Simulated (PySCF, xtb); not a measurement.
B(H)(OH)(SiH3) (BH5OSi), SMILES OB[SiH3].

Geometry optimised at B3LYP-D3(BJ)/def2-TZVP. The values are those of a single conformer.

The numbers are results of IEF-PCM-M06-2X/def2-SVP run with PySCF, not measurements.

The values are the electrostatic part of the solvation free energy, E(continuum) − E(gas) at the gas-phase geometry, in a cavity of scaled van der Waals radii (PySCF's table); cavitation and dispersion terms are not included. In vacuum the orbital gap is 9.01 eV. The dipole moment in vacuum is 1.27 D.

Computed values in water (ε = 78.36), 1-octanol (ε = 9.86), cyclohexanone (ε = 15.62):
```json
[
 {"solvent": "water", "ε": "78.36", "ΔG(elec) (kcal/mol)": "-3.8", "dipole (D)": "1.67", "gap (eV)": "9.06"},
 {"solvent": "1-octanol", "ε": "9.86", "ΔG(elec) (kcal/mol)": "-3.3", "dipole (D)": "1.60", "gap (eV)": "9.05"},
 {"solvent": "cyclohexanone", "ε": "15.62", "ΔG(elec) (kcal/mol)": "-3.5", "dipole (D)": "1.63", "gap (eV)": "9.05"}
]
```

For comparison, GFN2-xTB/ALPB(water) (xtb, at the GFN2-xTB geometry, all terms of that model) gives -4.3 kcal/mol.
